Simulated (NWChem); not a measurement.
System: P₂H₃, doublet; SMILES [PH]P

Results from NWChem. Pople sets run with spherical d functions. Spin-unrestricted. No stability test was run on the SCF state. Each level has its own optimisation; frequencies are unscaled. Brackets give each atom's bonded neighbours.

| level | r P–P (Å) | r H–P [H(P)–P(HP)] (Å) | highest harmonic frequency (cm⁻¹) | lowest (cm⁻¹) | zero-point energy (kcal/mol) | dipole (D) |
|---|---|---|---|---|---|---|
| UHF/STO-3G | ___ | ___ | ___ | ___ | ___ | ___ |
| B3LYP/6-31G* | 2.210 | 1.431 | 2430 | 301 | 16.1 | 1.09 |
| BLYP/def2-SVP | 2.232 | 1.447 | 2312 | 299 | 15.2 | 0.90 |
| PBE-D3(BJ)/def2-SVP | 2.204 | 1.447 | 2341 | 308 | 15.4 | 1.04 |

**Question.** Some entries are withheld; supply them.

**Answer.** 
- UHF/STO-3G, r P–P (Å): 2.169
- UHF/STO-3G, r H–P [H(P)–P(HP)] (Å): 1.389
- UHF/STO-3G, highest harmonic frequency (cm⁻¹): 3069
- UHF/STO-3G, lowest (cm⁻¹): 249
- UHF/STO-3G, zero-point energy (kcal/mol): 20.7
- UHF/STO-3G, dipole (D): 0.53
